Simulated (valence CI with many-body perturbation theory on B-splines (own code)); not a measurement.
E1 transitions of I XLIX

Level of theory: configuration interaction combined with many-body perturbation theory (CI+MBPT): three valence electrons over a frozen Dirac-Fock core [He], radial functions for each j: 11 s, 11 p, 10 d, 8 f, 5 g, 2 h, with the one-electron correlation potential Σ1, the two-electron term Σ2, the three-electron term Σ3, Breit, model QED; selected CI, second order for the rest, scaled by the run's own slope (own B-spline code, finite nucleus).

No measured spectrum was set against this ion. As an estimate, large intervals hold to a few tenths of a per cent, small ones and those within an open d or f shell to about a per cent.

Lines 201 to 250 of 468 in falling wavelength, among levels below 58107 × 10³ cm⁻¹, chosen from the strongest by gf and those to the six lowest levels. Wavelengths and rates use the calculated energies. Electric multipoles are in the length gauge, E1 and E2 with the static RPA response of the core. Weak lines are less certain than strong ones. Lines between different terms over intervals too small for the method are left out, as are lines whose strength nearly cancels. The highest levels of a list are the least certain.

Levels are named by their leading jj configuration (3d3/2^4 stands for four electrons in 3d with j = 3/2), which in mixed levels can hold well under half, so a name can repeat and another be missing. Letters in brackets count levels of one name in rising energy.

```tsv
λ vac (Å)	Upper	Lower	A (s⁻¹)	log gf	Branch %
7.559	(2s 2p1/2 4f7/2) J=7/2 [b]	(2s 2p1/2 3d5/2) J=5/2 [a]	6.13e+12	-0.38	7.6
7.554	(2s 2p1/2 4f5/2) J=3/2	(2s 2p1/2 3d3/2) J=1/2	4.91e+13	0.23	59.0
7.546	(2s^2 4f5/2) J=5/2	(2s^2 3d3/2) J=3/2	7.21e+13	0.57	86.4
7.546	(2s 2p1/2 4f7/2) J=5/2	(2s 2p1/2 3d3/2) J=3/2 [b]	2.19e+12	-0.95	2.7
7.545	(2p1/2^2 4f5/2) J=5/2	(2p1/2^2 3d3/2) J=3/2	7.63e+13	0.59	92.9
7.518	(2s 2p1/2 4f5/2) J=5/2 [a]	(2s 2p1/2 3d3/2) J=3/2 [a]	6.77e+13	0.54	81.8
7.508	(2s 2p1/2 4f5/2) J=7/2	(2s 2p1/2 3d3/2) J=5/2	6.76e+13	0.66	81.9
7.505	(2s 2p1/2 4f5/2) J=5/2 [b]	(2s 2p1/2 3d3/2) J=5/2	1.29e+13	-0.18	15.6
7.500	(2p1/2^2 4d3/2) J=3/2	(2p1/2^2 3p3/2) J=3/2	6.30e+12	-0.67	9.8
7.472	(2s 2p1/2 4d3/2) J=3/2 [a]	(2s 2p1/2 3p3/2) J=3/2 [a]	6.49e+12	-0.66	6.8
7.472	(2s 2p1/2 4d3/2) J=5/2	(2s 2p1/2 3p3/2) J=5/2	7.56e+12	-0.42	10.0
7.470	(2s 2p1/2 4d3/2) J=3/2 [b]	(2s 2p1/2 3p3/2) J=3/2 [b]	5.06e+12	-0.77	2.8
7.463	(2s^2 4d3/2) J=3/2	(2s^2 3p3/2) J=3/2	5.95e+12	-0.70	3.2
7.438	(2s^2 4f5/2) J=5/2	(2s 2p1/2 3p1/2) J=3/2	4.85e+12	-0.62	5.8
7.433	(2p1/2^2 4d5/2) J=5/2	(2p1/2^2 3p3/2) J=3/2	3.66e+13	0.26	22.0
7.416	(2s 2p1/2 4f5/2) J=5/2 [b]	(2s 2p1/2 3d3/2) J=3/2 [a]	7.52e+12	-0.43	9.1
7.412	(2s 2p1/2 4d5/2) J=5/2 [a]	(2s 2p1/2 3p3/2) J=3/2 [a]	3.79e+13	0.27	23.4
7.411	(2p1/2^2 4d5/2) J=5/2	(2s 2p3/2 3s) J=3/2 [a]	3.05e+12	-0.82	1.8
7.411	(2s 2p1/2 4d5/2) J=5/2 [b]	(2s 2p1/2 3p3/2) J=3/2 [b]	3.52e+13	0.24	20.6
7.411	(2s 2p1/2 4d5/2) J=7/2	(2s 2p1/2 3p3/2) J=5/2	4.01e+13	0.42	23.7
7.410	(2s 2p1/2 4d5/2) J=3/2	(2s 2p1/2 3p3/2) J=3/2 [b]	7.79e+12	-0.59	4.7
7.410	(2s^2 4d5/2) J=5/2	(2s^2 3p3/2) J=3/2	3.53e+13	0.24	20.4
7.400	(2s 2p3/2 4s) J=5/2	(2s 2p3/2 3p1/2) J=5/2	2.53e+12	-0.91	7.7
7.398	(2s 2p1/2 4d5/2) J=5/2 [b]	(2s 2p1/2 3p3/2) J=5/2	4.50e+12	-0.65	2.6
7.388	(2s 2p3/2 4s) J=5/2	(2s 2p3/2 3p1/2) J=3/2 [a]	2.34e+12	-0.94	7.2
7.377	(2s 2p1/2 4d3/2) J=5/2	(2s 2p1/2 3p3/2) J=3/2 [a]	2.51e+12	-0.91	3.3
7.359	(2s 2p1/2 4d5/2) J=3/2	(2s 2p1/2 3p3/2) J=1/2	2.51e+13	-0.09	15.1
7.265	(2s^2 4d5/2) J=5/2	(2s 2p1/2 3s) J=3/2	5.30e+12	-0.60	3.1
7.142	(2p1/2^2 4p1/2) J=1/2	(2p1/2^2 3s) J=1/2	1.52e+13	-0.63	20.3
7.133	(2s 2p1/2 4p1/2) J=3/2	(2s 2p1/2 3s) J=1/2 [b]	6.87e+12	-0.68	12.2
7.111	(2s 2p1/2 4d3/2) J=3/2 [b]	(2s 2p1/2 3p1/2) J=1/2 [b]	1.80e+13	-0.26	9.9
7.107	(2s 2p1/2 4d3/2) J=1/2	(2s 2p1/2 3p1/2) J=1/2 [b]	2.68e+13	-0.39	11.3
7.105	(2s 2p3/2 4p1/2) J=3/2	(2s 2p3/2 3s) J=3/2 [a]	3.69e+12	-0.95	9.5
7.100	(2s 2p3/2 4p1/2) J=5/2	(2s 2p3/2 3s) J=3/2 [a]	8.27e+12	-0.43	13.4
7.066	(2p1/2^2 4d3/2) J=3/2	(2p1/2^2 3p1/2) J=1/2	2.89e+13	-0.06	45.0
7.064	(2s 2p1/2 4p1/2) J=1/2 [a]	(2s 2p1/2 3s) J=1/2 [a]	1.72e+13	-0.59	36.2
7.042	(2s 2p1/2 4p1/2) J=3/2	(2s 2p1/2 3s) J=3/2	9.48e+12	-0.55	16.9
7.039	(2s^2 4p1/2) J=1/2	(2s^2 3s) J=1/2	1.90e+13	-0.55	80.5
7.035	(2s 2p3/2 4p1/2) J=3/2	(2s 2p3/2 3s) J=5/2	1.48e+13	-0.36	37.9
7.033	(2s^2 4d3/2) J=3/2	(2s^2 3p1/2) J=1/2	3.27e+13	-0.01	17.6
7.030	(2s 2p3/2 4p1/2) J=5/2	(2s 2p3/2 3s) J=5/2	9.79e+12	-0.36	15.8
7.024	(2s 2p1/2 4d3/2) J=3/2 [a]	(2s 2p1/2 3p1/2) J=1/2 [a]	3.21e+13	-0.02	33.4
7.013	(2s 2p1/2 4p1/2) J=1/2 [b]	(2s 2p1/2 3s) J=3/2	1.44e+13	-0.67	37.6
7.012	(2s 2p1/2 4d3/2) J=5/2	(2s 2p1/2 3p1/2) J=3/2	2.83e+13	0.10	37.4
6.998	(2s 2p1/2 4d3/2) J=3/2 [b]	(2s 2p1/2 3p1/2) J=3/2	1.35e+13	-0.40	7.4
6.969	(2p1/2^2 4p3/2) J=3/2	(2p1/2^2 3s) J=1/2	1.27e+13	-0.43	17.5
6.959	(2s 2p1/2 4p3/2) J=1/2	(2s 2p1/2 3s) J=1/2 [b]	1.26e+13	-0.74	13.1
6.955	(2s 2p1/2 4p3/2) J=3/2 [b]	(2s 2p1/2 3s) J=1/2 [b]	8.44e+12	-0.61	11.9
6.923	(2p1/2^2 4d3/2) J=3/2	(2s 2p1/2 3d3/2) J=1/2	4.59e+12	-0.88	7.1
6.897	(2s 2p1/2 4p3/2) J=3/2 [a]	(2s 2p1/2 3s) J=1/2 [a]	1.39e+13	-0.40	30.0
```
